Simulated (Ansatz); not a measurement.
CH4F2NNb (`[CH3][Nb](=[NH])([F])[F]`), relaxed with RKS PBE0-D4/def2-TZVP in the Gaussian-basis code of Ansatz from a PBE-D4/def2-SVP geometry. The force threshold is 0.005 eV/Å; the program also tests the step.

Charge 0, multiplicity 1. Nb: def2 effective core potential.

Start:

```xyz
9

C    -0.306    1.316    0.016
Nb   -0.074   -0.771   -0.447
N     0.853   -1.351    0.924
F    -1.781   -1.572   -0.442
F     0.959   -0.915   -2.018
H    -0.815    1.457    0.993
H    -0.910    1.806   -0.782
H     0.684    1.817    0.077
H     1.390   -1.786    1.679
```

(1) By how much does the energy fall, and how many steps does the optimiser take? (An estimate is asked.)

(2) Which bonds change most? (Estimate.)

(3) Give the relaxed structure. (An estimate is asked.)

Results:

(1) Ansatz gave: 3.43 kJ/mol, in 6 steps.

(2) Computed: Nb2–N3 from 1.754 to 1.735 Å; C1–H8 from 1.111 to 1.094 Å; C1–H7 from 1.113 to 1.097 Å; C1–H6 from 1.110 to 1.094 Å.

(3) Ansatz gave: 
```xyz
9

C    -0.303    1.312    0.018
Nb   -0.070   -0.765   -0.436
N     0.852   -1.342    0.917
F    -1.764   -1.563   -0.443
F     0.934   -0.919   -2.008
H    -0.821    1.445    0.972
H    -0.884    1.796   -0.776
H     0.672    1.801    0.095
H     1.385   -1.765    1.662
```
